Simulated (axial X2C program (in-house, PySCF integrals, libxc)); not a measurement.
## Potential curves of GeCl⁺, 2c

Computed with an in-house all-electron X2C program for linear molecules (integrals from PySCF). Two-component (2c) means X2C with spin–orbit coupling and atomic mean-field two-electron Coulomb and Gaunt terms. Basis: Ge dyall-cv3z [9s9p7d4f1g], Cl dyall-av3z [9s8p3d2f] (cores contracted in-house); Gaussian nuclei, density fitting, unrestricted open shells. Masses: Ge 73.921 u, Cl 34.969 u.

State: Ω = 0 (closed shell). Energies in cm⁻¹ from the fragments at the same level (Ge+ + Cl). Fits are polynomials in 1 − R0/R over 0.85 to 1.23 times the lowest point R0.

```
 R (Å)     MP2  CCSD(T)
1.7983  -26228         
1.8810  -31968   -30491
1.9430  -34430   -33009
2.0050  -35709   -34351
2.0670  -36077   -34790
2.1393  -35635   -34440
2.2117  -34496   -33405
2.3047  -32323   -31378
2.4184  -28979         
2.5838  -23472
```

Correlated methods: 10 electrons correlated (number of frozen shells: Ge 3 s, 2 p, 1 d; Cl 2 s, 1 p), 234 virtual spin orbitals or spinors in MP2, 90 natural virtuals in coupled cluster.

The state is a single determinant with fixed occupations, the lowest that a limited PBE0 search found. The closed shell is kept restricted, so the energy runs too high when the bond is stretched far. Dissociation energies refer to the lowest single-determinant-based atoms at the same level and basis. CCSD and (T) use frozen natural virtuals with an MP2 correction for the truncation; (T) itself is uncorrected, so its De runs slightly low. With the outer-core shells frozen, correlated bond lengths of heavy atoms tend to come out a few hundredths of an ångström too long. Coupled cluster ran on the points near the minimum only. MP2 and coupled cluster on one determinant become unreliable at the stretched end.

Problem. Fit the MP2 curve near its minimum: give the equilibrium distance, the harmonic wavenumber and the well depth.

Solution. At MP2, 2c: Re = 2.066 Å, ωe ≈ 508 cm⁻¹, De = 4.47 eV to Ge+ + Cl; Be follows as 0.166 cm⁻¹.

Problem. Fit the CCSD(T) curve near its minimum: give the equilibrium distance, the harmonic wavenumber and the well depth.

Solution. At CCSD(T), 2c: Re = 2.073 Å, ωe ≈ 498 cm⁻¹, De = 4.31 eV to Ge+ + Cl; Be follows as 0.165 cm⁻¹.
